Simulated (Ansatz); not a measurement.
Consider the formal exchange of groups at a Ge–Cl bond: `C[O][GeH]([F])[Cl]` + `CSC=N` → `C[O][GeH]([F])[S]C` + `N=CCl`.

Program: Ansatz. Geometries: PBE0-D4/def2-TZVP. ΔE: electronic, gas phase. CCSD(T)/CBS is the MP2 limit (def2-TZVPP, def2-QZVPP) plus CCSD(T) − MP2 in def2-TZVPP, frozen cores. This one scheme is used for every species. Functionals use def2-TZVPP. B3LYP here is the variant with VWN-RPA as its local correlation; programs differ in this. For Ge outer-core shells are correlated without core-valence functions, which leaves a few kJ/mol of doubt a bond. Scalar relativity is left out up to krypton. One conformer a species, not always the lowest.

```csv
level,ΔE (kJ/mol)
PBE-D4,56.3
B3LYP-D4,58.6
```

What does CCSD(T)/CBS give? (An estimate is asked.)

The calculation gave: +58.7 kJ/mol. The listed levels differ from it by -2.4, -0.1 kJ/mol.

Largest T1 diagnostic among the species: 0.013.

From PBE to PBE0 (25 % exact exchange), in def2-TZVPP and without D4, ΔE moves by +3.2 kJ/mol. In def2-TZVPP, CCSD(T) changes the Hartree–Fock value by −8.1 kJ/mol (the triples alone add −0.6 kJ/mol) and MP2 by −4.4 kJ/mol.
